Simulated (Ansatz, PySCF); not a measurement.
Pair of molecules: stibine (SMILES [SbH3]) (first 4 atoms) with stibine (SMILES [SbH3]); geometry from B3LYP-D3(BJ)/def2-TZVP.
(charge 0, multiplicity 1):
```xyz
8

Sb     0.3451    -0.3220    -0.4202
H      1.6069    -0.2715     0.7382
H     -0.4480    -1.5696     0.4464
H     -0.5328     0.8779     0.4312
Sb    -0.4597    -0.0732     3.8755
H     -0.0534     1.5317     3.4360
H     -1.0984     0.4571     5.3788
H     -1.9950     0.0611     3.1286
```

Monomers are frozen at their geometry in the pair; levels with a basis set take the counterpoise correction. Rows marked so take none.

Correlated levels freeze the cores. Filled d and f shells under p-block atoms count as core. Rows in 3-21G carry no dispersion term and start afresh at each structure; the Pople sets are all-electron and without relativity.

Programs: Ansatz (a program for electronic structure); PySCF for 3-21G rows.  In def2 rows elements past Kr take small-core potentials, without spin–orbit coupling.

Task: What interaction energy does revPBE/def2-TZVPPD give?

Result: 4 kJ/mol

Task: Predict the interaction energy from B3LYP/3-21G (no counterpoise).

Result: 0 kJ/mol

Task: Give the interaction energy at the level CCSD(T)/def2-SVPD.

Result: -3 kJ/mol
